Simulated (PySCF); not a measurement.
CAlCl₂F₃, SMILES F[C](F)(F)[Al]([Cl])[Cl].

Coordinates come from a PBE0-D3(BJ)/def2-SVP optimisation. The structure was generated by enumeration; whether it is a known compound was not checked.

Two levels are set side by side: TDA-PBE/def2-SVPD (PySCF) and TDA-M06-2X/def2-SVPD (PySCF). Vertical, same geometry. The lowest singlet is HOMO→LUMO 97 % with PBE and HOMO→LUMO 96 % with the other functional; states are paired by order. Differences are taken from unrounded values.

```json
[
 {"quantity": "lowest singlet excitation (eV)", "TDA-M06-2X": "6.39"},
 {"quantity": "lowest triplet excitation (TDA) (eV)", "TDA-M06-2X": "5.80"},
 {"quantity": "first bright state (f over 0.05) (eV)", "TDA-M06-2X": "7.34"},
 {"quantity": "its oscillator strength", "TDA-M06-2X": "0.05"}
]
```

Q: What does TDA-PBE give, and how far is it from TDA-M06-2X? (Estimate from the structure and the level; the computed values follow.)

A: 
```csv
quantity,TDA-PBE,TDA-PBE minus TDA-M06-2X
lowest singlet excitation (eV),5.55,-0.83
lowest triplet excitation (TDA) (eV),5.06,-0.75
first bright state (f over 0.05) (eV),6.29,-1.05
its oscillator strength,0.10,0.05
```

Functionals without exact exchange tend to place singlet excitations lower, as here. Differences between two approximate levels are no errors against the true value.

Rough cost on one machine, each run with all the roots and properties that it gave: TDA-M06-2X against TDA-PBE about 8 times.
